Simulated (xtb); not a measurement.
xtb input (GFN2-xTB):

```bash
xtb mol.xyz --gfn 2 --ohess tight --chrg 0 --uhf 0
```
mol.xyz:
```
4

Cl    -0.57659371     2.41980026    -0.09306062
Al    -0.06292983     0.43456110    -0.03377643
Br     2.04068871    -0.19946391     0.06589330
Br    -1.72850861    -1.08230946    -0.00748516
```

End of the output:

```
       1     84.24    -1.12985 ( 88.96%)    -0.90191 ( 11.04%)    -1.10468
       2     93.14    -1.07125 ( 92.33%)    -0.87217 (  7.67%)    -1.05599
       3    185.98    -0.67607 ( 99.48%)    -0.66736 (  0.52%)    -0.67602
       4    288.22    -0.44256 ( 99.91%)    -0.53759 (  0.09%)    -0.44265
   ------------------------------------------------------------------------

   temp. (K)  partition function   enthalpy   heat capacity  entropy
                                   cal/mol     cal/K/mol   cal/K/mol   J/K/mol
 298.15  VIB   21.2                 1806.470      9.438     11.989
         ROT  0.481E+06              888.752      2.981     28.983
         INT  0.102E+08             2695.223     12.419     40.972
         TR   0.321E+28             1481.254      4.968     42.079
         TOT                        4176.4766    17.3870    83.0514   347.4871

       T/K    H(0)-H(T)+PV         H(T)/Eh          T*S/Eh         G(T)/Eh
   ------------------------------------------------------------------------
    298.15    0.665564E-02    0.107807E-01    0.394604E-01   -0.286797E-01
   ------------------------------------------------------------------------

         :::::::::::::::::::::::::::::::::::::::::::::::::::::
         ::                  THERMODYNAMIC                  ::
         :::::::::::::::::::::::::::::::::::::::::::::::::::::
         :: total free energy         -14.019241821736 Eh   ::
         ::.................................................::
         :: total energy              -13.990562121316 Eh   ::
         :: zero point energy           0.004125069519 Eh   ::
         :: G(RRHO) w/o ZPVE           -0.032804769940 Eh   ::
         :: G(RRHO) contrib.           -0.028679700420 Eh   ::
         :::::::::::::::::::::::::::::::::::::::::::::::::::::

optimized geometry written to: xtbopt.xyz

           -------------------------------------------------
          | TOTAL ENERGY              -13.990562121316 Eh   |
          | TOTAL ENTHALPY            -13.979781412738 Eh   |
          | TOTAL FREE ENERGY         -14.019241821736 Eh   |
          | GRADIENT NORM               0.000412746680 Eh/α |
          | HOMO-LUMO GAP               4.293192505445 eV   |
           -------------------------------------------------

------------------------------------------------------------------------
------------------------------------------------------------------------
 total:
 SCF:
 ANC optimizer:
 analytical hessian:
```
